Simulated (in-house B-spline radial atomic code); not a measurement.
A calculation on the titanium ion Ti³⁺: its settings, and results tabulated from the run. All numbers are computed (scalar-relativistic (X2C) r2SCAN0, spin-polarised, spherical fractional occupations, exact exchange averaged over the configuration; Fermi nucleus of rms radius 3.5921 fm) with a B-spline radial code for spherical atoms, not measured.

Command:
```bash
python run_scf.py task.json out
```
Settings (nuclear radius in fm, mass in u):
```
Z                22
configuration    [Ar] 3d1
hamiltonian      x2c
method           r2scan0
spin_polarised   True
nucleus          fermi
rms_radius       3.5921
atomic_mass      47.94794
speed_of_light   137.035999084
exact_exchange   averaged over the configuration
```

Output (hartree, bohr):
```
 radial grid: 68 intervals, B-splines of order 8, outer radius 18.6486 bohr

 iter        energy (Eh)    residual
    1        -851.890550    3.92e-02
    2        -851.894520    1.23e-03
    3        -851.894526    6.34e-04
    4        -851.894527    3.31e-04
    5        -851.894528    2.45e-05
    6        -851.894528    5.15e-06
    7        -851.894528    1.40e-06
    8        -851.894528    1.36e-07

 total energy                      -851.89453
 kinetic                             860.1282
 electron-nucleus                  -2003.2278
 Hartree                             332.5166
 exact exchange                      -10.0595
 exchange-correlation                -31.2521

 orbital      occ     eigenvalue          <r>       <r^2>       <1/r>       <r^4>     <1/r^2>       r_max
 1s up      1.000      -181.9887    0.0693228  0.00647786     22.0177 0.000108747     1019.13     0.04527
 1s down    1.000      -181.9892    0.0693228  0.00647786     22.0177 0.000108746     1019.13     0.04527
 2s up      1.000       -21.6706     0.323531    0.123849     4.59843   0.0270574     92.7985      0.2684
 2s down    1.000       -21.6526     0.323303    0.123655     4.60156   0.0269524     92.9138      0.2683
 2p up      3.000       -18.0918     0.289386     0.10326     4.45519   0.0219685     27.4556      0.2196
 2p down    3.000       -18.0766     0.289101    0.103025     4.45836   0.0218409     27.4882      0.2195
 3s up      1.000        -3.7351     0.992822     1.13175     1.41331     2.03085     13.1326      0.8645
 3s down    1.000        -3.6785     0.993872     1.13448     1.41126     2.04446     13.0829      0.8646
 3p up      3.000        -2.7647      1.05716     1.30446     1.28743      2.8583      3.6785      0.8949
 3p down    3.000        -2.7042      1.05837     1.30767     1.28525     2.87645     3.66294      0.8953
 3d up      1.000        -1.3662      1.24921     1.91836     1.01733     7.56023     1.37104      0.9282
```

Time taken, with all properties: 0.63 s on 1 thread of Intel(R) Xeon(R) Platinum 8259CL CPU @ 2.50GHz, on a shared host.
